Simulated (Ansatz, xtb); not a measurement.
Ranking isomers of BrGe2H7Si

4 gas-phase structures of BrGe2H7Si, from a drawn sample of its isomers (lower ones may exist). Each was relaxed with GFN2-xTB; where two conformers were screened, the lower at r2SCAN-D4/def2-SVP//GFN2-xTB is listed:

A. `[GeH3][SiH]([GeH3])Br`, a singlet
B. `[GeH3][GeH2][SiH2]Br`, a singlet
C. `[SiH3][GeH]([GeH3])[Br]`, a singlet
D. `[GeH3][SiH2][GeH2][Br]`, a singlet

Question: Which do you expect lowest at r2SCAN-D4/def2-SVP//GFN2-xTB, and how would the others follow?

Answer: Calculated order at r2SCAN-D4/def2-SVP//GFN2-xTB: B (0.0), C (4.6), A (13.8), D (19.0) kJ/mol.

Energies above the lowest of each column, in kJ/mol; the last columns are at r2SCAN-D4/def2-SVP geometries:

```tsv
structure	GFN2-xTB	HF/STO-3G	r2SCAN-D4/def2-SVP//GFN2-xTB	r2SCAN-D4/def2-SVP	CCSD(T)/def2-SVP + ΔMP2/def2-TZVPP
B	26.7	0.0	0.0	0.0	0.0
C	0.0	18.4	4.6	5.2	5.3
A	62.4	12.3	13.8	10.4	15.2
D	26.2	23.3	19.0	15.9	20.7
```

CCSD(T)/def2-SVP + ΔMP2/def2-TZVPP puts B lowest; GFN2-xTB picks C. Flexible structures stand in one conformer each, not always the lowest. D keeps a small imaginary mode. ΔMP2 is the change of the MP2 energy from the smaller to the larger basis.

Over these structures GFN2-xTB departs from r2SCAN-D4/def2-SVP//GFN2-xTB by 18.2 kJ/mol on average once a common shift is removed. A GFN2-xTB relaxation took about 0.42 s and the r2SCAN-D4/def2-SVP//GFN2-xTB energy about 6.9 s on a shared host (Ansatz 0.2.0, xtb 6.7.1).
